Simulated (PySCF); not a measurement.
## TlN from Hartree–Fock to correlated methods

State: triplet, unpaired electrons π ↑↑, a mixture of terms (⟨Lz²⟩ = 0.5). Set-up: PySCF, spin-free X2C with a Gaussian nucleus, basis sets Tl x2c-TZVPPall, N x2c-TZVPPall. De refers to Tl + N in their high-spin ground configurations, without counterpoise correction. The functionals are run spin-unrestricted. A positive dipole means Tl(−)N(+).

| Level | Re (Å) | ωe (cm⁻¹) | De (eV) | μ (D) | CPU s a point (SCF and correlation, without the integrals) |
| --- | --- | --- | --- | --- | --- |
| ROHF | 2.282 | 433 | -0.120 | -3.50 | 2.2 |
| ROHF-MP2 | 2.290 | 419 | 1.20 | n/a | 4.3 |
| ROHF-SCS-MP2 | 2.305 | 409 | 1.26 | n/a | n/a |
| ROHF-CCSD | 2.306 | 404 | 1.19 | n/a | n/a |
| ROHF-CCSD(T) | 2.316 | 393 | 1.33 | n/a | 81 |
| PBE | 2.326 | 388 | 2.04 | -3.02 | 2.9 |
| PBEsol | 2.297 | 402 | 2.11 | -2.84 | 2 |
| BP86 | 2.325 | 389 | 2.06 | -3.03 | 2 |
| r²SCAN | 2.296 | 406 | 1.69 | -2.99 | 4.1 |
| B3LYP | 2.323 | 392 | 1.77 | -3.28 | 5.1 |
| PBE0 | 2.295 | 408 | 1.69 | -3.15 | 6.4 |
| BHandHLYP | 2.293 | 412 | 1.39 | -3.37 | 3.9 |
| ωB97M-V | 2.282 | 419 | 1.63 | -3.20 | 20 |

The bond length runs from 2.282 Å (ROHF) to 2.326 Å (PBE). De spans -0.12 eV (ROHF, mean field) to 2.11 eV (PBEsol, GGA). Correlation at CCSD(T) changes the Hartree–Fock bond energy by +1.45 eV; the triples alone change it by +0.14 eV.

Correlated steps freeze 35 core orbitals. Spin–orbit coupling is left out, which matters for elements this heavy, above all for dissociation energies. A negative De means that the minimum lies above the separated atoms at that level. The state was picked by a PBE0 search and need not be the measured ground state.

The whole job (state search and all levels along the bond) took about 14 min on 2 threads of Arm Neoverse V2 (shared host), peak memory 4.7 GiB.
